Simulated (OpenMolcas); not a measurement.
## How methods differ on C3H12GaN (SMILES C[Ga-](C)(C)[NH3+])

The species is C3H12GaN (17 atoms), meant as a singlet with charge 0. SMILES: `C[Ga-](C)(C)[NH3+]`. Geometry: relaxed at PBE0-D4/def2-TZVP.

Each level gives the electronic atomisation energy (eV). The values are calculated. Electronic energies at fixed atoms, without zero-point motion or spin-orbit coupling.

```tsv
level	kind	program	value (eV)	CPU time (all runs)
HF/6-31G* (spherical functions)	Hartree–Fock	OpenMolcas	45.25	28 s
SVWN5/6-31G* (spherical functions)	LDA	OpenMolcas	69.20	91 s
revPBE/6-31G* (spherical functions)	GGA	OpenMolcas	59.78	1.9 min
r2SCAN/6-31G* (spherical functions)	meta-GGA	OpenMolcas	60.99	2.4 min
B3LYP/6-31G* (spherical functions)	global hybrid	OpenMolcas	60.76	2 min
BHLYP/6-31G* (spherical functions)	global hybrid	OpenMolcas	59.58	1.8 min
```

All-electron rows without a relativistic Hamiltonian named are non-relativistic. The values span 45.25 to 69.20 eV. CPU times are rough (shared hosts, several kinds of processor): they show what a rung costs within a factor of a few.
